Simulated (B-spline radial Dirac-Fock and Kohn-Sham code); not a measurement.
**Elastic and transport cross sections of rubidium for electrons**

The computed values come from a radial atomic solver: relativistic (Dirac) partial waves in the static field of the Dirac-Fock atom with Furness-McCarthy exchange, without polarisation or absorption potentials. Below a few hundred eV the neglected polarisation potential matters, most of all at small angles. σ_tr1 and σ_tr2 weight the cross section with 1 − P₁ and 1 − P₂ of cos θ; "backward" is the share scattered beyond 90°.

```csv
energy (eV),σ (a₀²),σ_tr1 (a₀²),σ_tr2 (a₀²),σ/σ_tr1,backward (%)
260,18.7,5.29,5.14,3.54,14
275,18.1,5.11,4.85,3.55,14
298,17.3,4.85,4.46,3.57,14
300,17.2,4.83,4.43,3.57,14
370,15.4,4.13,3.56,3.72,13
436,14.1,3.59,3.02,3.92,11
441,14.0,3.55,2.99,3.93,11
500,13.1,3.16,2.65,4.13,11
608,11.8,2.60,2.23,4.52,9.3
615,?,?,?,?,?
1000,8.90,1.48,1.49,6.00,6.6
1360,7.45,1.01,1.15,7.37,5.3
1380,7.38,0.992,1.14,7.44,5.2
1500,7.03,0.890,1.06,7.89,4.9
```

Q: Fill in the row for 615 eV.

A: σ = 11.7 a₀², σ_tr1 = 2.57 a₀², σ_tr2 = 2.20 a₀², σ/σ_tr1 = 4.55, backward 9.2 %. The ratio σ/σ_tr1 is roughly the number of elastic collisions that randomise the direction.
